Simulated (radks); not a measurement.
Task: These are the eigenvalues of the occupied orbitals of an atom or ion with whole-number occupations (eV). All-electron calculation, scalar-relativistic Kohn-Sham, r2SCAN, spin-unpolarised, spherical densities, finite nucleus; meta-GGA in the generalised Kohn-Sham scheme; Fermi nuclear charge, rms radius of each element as measured or else 0.836 A^(1/3) + 0.57 fm. Program: a radial shooting solver on a logarithmic mesh with Libxc functionals.

1s: -71728.81
2s: -12461.14
2p: -10872.69
3s: -2893.439
3p: -2422.842
3d: -1888.150
4s: -607.9131
4p: -452.8753
4d: -257.2754
5s: -84.9500
5p: -46.2985
4f: -40.5825
6s: -5.2475
5d: -3.9990

Which element is it, and in what charge state? The configuration may be excited.

Result: Z = 75, rhenium, charge 0: Re in [Xe] 4f14 5d6 6s1. The list shows which subshells hold electrons but not how many an open one holds; the 1s level, -2636 hartree, gives Z - s = 72.6 by -(Z - s)^2/2, which with screening and relativity narrows Z to a few neighbours, and the depths of the outer levels then fix element, charge and occupations together.
